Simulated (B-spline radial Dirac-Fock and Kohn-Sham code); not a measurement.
**Ru⁶⁺ 3d3/2: cross section and angular parameters**

System: ruthenium as Ru⁶⁺ in the configuration [Kr] 4d2; threshold 391.6 eV (orbital energy of the model). Level of theory: Dirac-Hartree-Slater photoionisation with a Latter tail; cross sections with all multipoles, angular parameters from the dipole term and its interference with E2; a radial atomic solver.

| hν (eV) | σ (kb) | β | γ | δ |
| --- | --- | --- | --- | --- |
| 408 | 1490 | 0.327 | -0.036 | -0.003 |
| 526 | 1030 | 0.744 | -0.051 | 0.015 |
| 545 | 957 | 0.792 | -0.048 | 0.017 |
| 581 | 835 | 0.869 | -0.040 | 0.020 |
| 800 | 394 | 1.117 | 0.039 | 0.034 |
| 831 | 358 | 1.136 | 0.053 | 0.036 |
| 1000 | 219 | 1.201 | 0.128 | 0.043 |
| 1200 | 131 | 1.231 | 0.216 | 0.051 |
| 1240 | 119 | 1.233 | 0.233 | 0.053 |
| 1253.6 | 116 | 1.234 | 0.239 | 0.053 |
| 1270 | 111 | 1.234 | 0.246 | 0.054 |
| 1486.9 | ? | ? | ? | ? |
| 2500 | 13.6 | 1.138 | 0.658 | 0.097 |
| 3000 | 7.38 | 1.081 | 0.777 | 0.116 |
| 3820 | 3.20 | 0.996 | 0.934 | 0.147 |
| 4450 | 1.86 | 0.938 | 1.029 | 0.171 |
| 5414.7 | 0.909 | 0.861 | 1.146 | 0.207 |
| 6770 | 0.394 | 0.772 | 1.271 | 0.256 |
| 11700 | 0.0466 | 0.564 | 1.517 | 0.423 |
| 15000 | 0.0170 | 0.475 | 1.591 | 0.524 |

Task: Give the values at Al Kα (taken as 1486.9 eV).

Result: σ = 70.1 kb, β = 1.233, γ = 0.334, δ = 0.061.

Values without a named source are computed, but for edge energies of neutral atoms, which are taken from tables.
